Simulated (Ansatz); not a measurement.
The first iterations of a band of C2H8O2SiSn (14 atoms, charge 0, multiplicity 1).

Level of theory: RKS B3LYP/def2-SVP in Ansatz 0.2.0.

| Quantity | Value |
| --- | --- |
| movable images | 5 |
| climbing image | yes |
| spring | 5.0 eV/Å² |
| optimiser | quadratic models (default) |
| start path | IDPP |
| force threshold | 0.05 eV/Å |
| iteration limit | 53 |
| end points | relaxed |

Image 0:

```xyz
14
Properties=species:S:1:pos:R:3
C -1.628 -1.459 0.866
Sn 0.337 -1.460 -0.054
Si 1.565 0.798 0.334
O 1.147 1.990 -0.865
C -0.114 2.199 -1.230
O -1.068 1.595 -0.806
H -2.156 -0.555 0.533
H -2.186 -2.355 0.558
H -1.530 -1.450 1.961
H 0.217 -1.736 -1.752
H 1.307 -2.729 0.613
H 3.045 0.732 0.195
H 1.236 1.393 1.663
H -0.183 3.008 -1.989
```

Image 6:

```xyz
14
Properties=species:S:1:pos:R:3
C -1.759 -1.456 0.560
Sn 0.213 -1.444 -0.344
Si 1.621 0.578 0.484
O 1.325 2.014 -0.457
C 0.092 2.402 -0.764
O -0.915 1.811 -0.461
H -2.386 -2.220 0.080
H -1.678 -1.676 1.634
H -2.201 -0.461 0.417
H 0.097 -1.366 -2.063
H 1.062 -2.899 0.055
H 3.092 0.414 0.332
H 1.323 0.926 1.904
H 0.101 3.348 -1.347
```

| iteration | highest image above the first end (eV) | largest band force component (eV/Å) |
| --- | --- | --- |
| 1 | 0.046 | 0.272 |
| 2 | 0.041 | 0.175 |

Does the band converge within its limit, and where does its top end?

The run converged. It ended after 6 iterations with the highest image 0.032 eV above the first end. A vibrational analysis at the climbing image gives one clearly imaginary mode, 102i cm⁻¹: a first-order saddle point.

Time of the run: 3.5 min on 2 threads of Arm Neoverse V1, with other jobs on the host, peak memory 0.44 GiB.
